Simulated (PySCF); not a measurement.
# Spin states of AsH⁺

Unrestricted PBE0; basis As def2-TZVPPD, H def2-TZVPPD; no relativity; PySCF 2.14. Outer shells of the fragments: As+ 3d10 4s2 4p2; H 1s1.

Followed along the bond (rough minima from three points):

```tsv
2Ms+1	unpaired	⟨S²⟩ at the start	R at minimum (Å)	Te (eV)
2	π ↑	0.75	1.54	0.00
4	σ ↑, π ↑↑	3.75	1.65	1.73
```

Solutions found at the starting distance of 1.595 Å, counted from the lowest of them; the search is not exhaustive and high or unbound solutions are not listed, so other states can lie among these:

```csv
2Ms+1,unpaired,term,E (eV),⟨S²⟩,⟨Lz²⟩,μ (D)
2,π ↑,²Π,0.00,0.75,1.01,0.81
4,"σ ↑, π ↑↑",⁴Σ⁻,1.71,3.75,0.00,1.39
2,"σ ↓, π ↑↑",mixed,2.37,1.77,0.00,1.57
2,"σ ↑, π ↑↓",mixed,2.46,1.77,2.02,1.50
2,σ ↑,mixed,3.65,0.76,2.01,1.49
4,"σ ↑↑, π ↑",⁴Π,6.87,3.75,1.00,0.37
2,π ↑,²Π,8.18,0.79,1.01,2.02
```

A term symbol is given only where ⟨S²⟩ and ⟨Lz²⟩ are close to those of a pure state; real π, δ and φ orbitals otherwise mix terms. A positive dipole points towards H; it is taken about the centre of mass and depends on that origin.

Spin–orbit coupling is left out. Counting both spins, an empty level lies below a filled one in some of these solutions, because spin and occupation are held.
